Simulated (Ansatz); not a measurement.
Reaction (formal exchange of groups at the Sn–Ge bond): `[GeH3][SnH3]` + `F[SiH](F)F` → `F[Si](F)(F)[SnH3]` + GeH₄

Isolated molecules relaxed with PBE0-D4/def2-TZVP in Ansatz; ΔE leaves out vibrations. CCSD(T)/CBS adds triple-zeta CCSD(T) − MP2 to the extrapolated MP2 energy (def2 sets, frozen cores). Functionals use def2-TZVPP. HSE06 is defined as in plane-wave codes. Elements past krypton have def2 core potentials. For Ge, Sn outer-core shells are correlated without core-valence functions, which leaves a few kJ/mol of doubt a bond. Scalar relativity is left out up to krypton.

| level | ΔE (kJ/mol) |
| --- | --- |
| r2SCAN0-D4 | 35.5 |
| HSE06-D4 | 30.8 |
| BHLYP-D4 | 35.1 |
| ωB97M-V | 31.9 |

**Question.** What does CCSD(T)/CBS give? (Estimate.)

**Answer.** Ansatz gave: +38.0 kJ/mol. The listed levels differ from it by -2.5, -7.2, -2.9, -6.1 kJ/mol.

Largest T1 diagnostic among the species: 0.013.

From PBE to PBE0 (25 % exact exchange), in def2-TZVPP and without D4, ΔE moves by +4.3 kJ/mol. Leaving LDA and LC-ωPBE aside and taking each functional with its dispersion term where it has one, the values, not all of them listed here, spread over 12.8 kJ/mol, from B97M-V to PBE-QIDH.
